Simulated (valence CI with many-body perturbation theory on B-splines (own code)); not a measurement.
# From CI to CI+MBPT in Rh XXIII

Calculated by relativistic CI+MBPT: five valence electrons over a frozen Dirac-Fock core [Ar], radial functions for each j: 7 s, 7 p, 8 d, 6 f, 4 g, 1 h, with the one-electron correlation potential Σ1 (screened to all orders), the two-electron term Σ2, the three-electron term Σ3, Breit, model QED; selected single and double excitations, second order for the rest (own B-spline code, finite nucleus).

No measured levels were compared; by estimate terms of the open shell hold to 2 to 4 % of their energy, and close levels can change places. Core correlation moves these levels by up to 13000 cm⁻¹, and in measured spectra 5 to 20 % of such shifts remained as error; rates that hang on mixing are uncertain with them. Only levels of the ground parity were solved; by the run's estimate the other parity begins above the list, which can be wrong where configurations are misplaced.

Each rung adds one term. CI alone is the Dirac-Coulomb CI over the frozen core; QED comes last and gives the full result, which names the levels. Energies are above 3d5 6S_5/2 on the same rung, in cm⁻¹.

Names give the largest LS component (configuration and term), which can be under half, so a name can repeat, a term be missing and a line seem to break the LS rules; names also repeat where a configuration has a term twice. Letters in brackets count levels of one name in rising energy.

```
         Level  CI alone
3d5 4G_5/2 [a]     90749
    3d5 4G_7/2    111185
   3d5 4G_11/2    115248
    3d5 4P_3/2    116085
3d5 4G_5/2 [b]    117004
    3d5 4G_9/2    119342
    3d5 4P_1/2    128663
    3d5 4D_7/2    144282
    3d5 4D_5/2    153647
    3d5 4D_1/2    161274
   3d5 2I_11/2    164016
    3d5 4D_3/2    165726
3d5 2F_7/2 [a]    178264
   3d5 2I_13/2    178370
3d5 2D_3/2 [a]    180819
3d5 2G_9/2 [a]    183096
```

Task: What do these energies become with core correlation, Breit and QED?

Result: 3d5 4G_5/2 [a] 86461 (-4288); 3d5 4G_7/2 107142 (-4043); 3d5 4G_11/2 109863 (-5385); 3d5 4P_3/2 111252 (-4833); 3d5 4G_5/2 [b] 113232 (-3772); 3d5 4G_9/2 114991 (-4351); 3d5 4P_1/2 123814 (-4849); 3d5 4D_7/2 138805 (-5477); 3d5 4D_5/2 147816 (-5831); 3d5 4D_1/2 156303 (-4971); 3d5 2I_11/2 159123 (-4893); 3d5 4D_3/2 160503 (-5223); 3d5 2F_7/2 [a] 170035 (-8229); 3d5 2I_13/2 172020 (-6350); 3d5 2D_3/2 [a] 174974 (-5845); 3d5 2G_9/2 [a] 176143 (-6954).

Task: How does the ionisation energy move along the ladder, and which term matters most?

Result: CI alone 1050.2, + Σ1 1052.4, + Σ2 1061.0, + Σ3 1061.0, + Breit 1061.1, + QED 1061.1 eV. The largest step is Σ2, 8.5 eV. NIST lists 1061 ± 4 eV (theoretical).
